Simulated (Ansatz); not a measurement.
Consider the isomerisation: `OCN[SiH2]F` → `NC(F)O[SiH3]`.

Calculated with Ansatz (gas phase, PBE0-D4/def2-TZVP geometries, no zero-point term in ΔE). CCSD(T)/CBS is the MP2 limit (def2-TZVPP, def2-QZVPP) plus CCSD(T) − MP2 in def2-TZVPP, frozen cores. DFT in def2-TZVPP. B3LYP here is the variant with VWN-RPA as its local correlation; programs differ in this. One conformer a species, not always the lowest.

CCSD(T)/CBS gives +144.0 kJ/mol.

Another level gave +133.3 kJ/mol. Which?
A. LDA (SPW92)/def2-TZVPP
B. B97M-V/def2-TZVPP
C. B3LYP/def2-TZVPP
D. CCSD(T)/def2-TZVPP

C. B3LYP 133.3, LDA (SPW92) 125.1, CCSD(T)/def2-TZVPP 137.7, B97M-V 129.2 kJ/mol.

Largest T1 diagnostic among the species: 0.012.

From PBE to PBE0 (25 % exact exchange), in def2-TZVPP and without D4, ΔE moves by +3.2 kJ/mol. Leaving LDA and LC-ωPBE aside and taking each functional with its dispersion term where it has one, the values, not all of them listed here, spread over 9.3 kJ/mol, from B97M-V to PBE-QIDH. LDA lies −4.2 kJ/mol from PBE without D4.
